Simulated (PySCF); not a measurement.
Excitation energy of F(2+) by level of theory

F(2+) [He] 2s2 2p3 (4S) → F(2+) [He] 2s2 2p2 3d1 (high-spin determinant), as a difference of total energies. Computed with PySCF 2.14 in aug-cc-pwCVTZ (7s6p4d2f, 59 functions), with the non-relativistic Hamiltonian (point nucleus). Correlated levels: valence: 1s2 frozen; valence and next inner shell: nothing frozen. The calculations carry no spin-orbit coupling.

| method | excitation energy (eV) |
| --- | --- |
| UHF | 50.758 |
| LDA | 50.089 |
| PBE | 49.553 |
| PBE0 | 49.996 |
| r2SCAN | 50.514 |
| r2SCAN0 | 50.668 |
| CAM-B3LYP | 50.004 |
| r2SCANh | 50.575 |
| HSE06 | 49.969 |
| MP2 (valence) | 48.787 |
| SCS-MP2 (valence) | 48.179 |
| MP2 (valence and next inner shell) | 48.837 |
| SCS-MP2 (valence and next inner shell) | 48.217 |

Problem. How much does correlation contribute at MP2 (valence and next inner shell)?

Solution. 48.837 − (50.758) = -1.921 eV, measured against UHF.

A first-order spin-orbit estimate (lowest level to lowest level, LS coupling) adds -0.035 eV.

The promoted electron is Rydberg-like, and one or two diffuse shells describe it only roughly, which tends to raise the upper state.

The determinant of the upper state mixes LS terms, which raises its energy above the lowest term, most at the Hartree-Fock and MP2 levels.
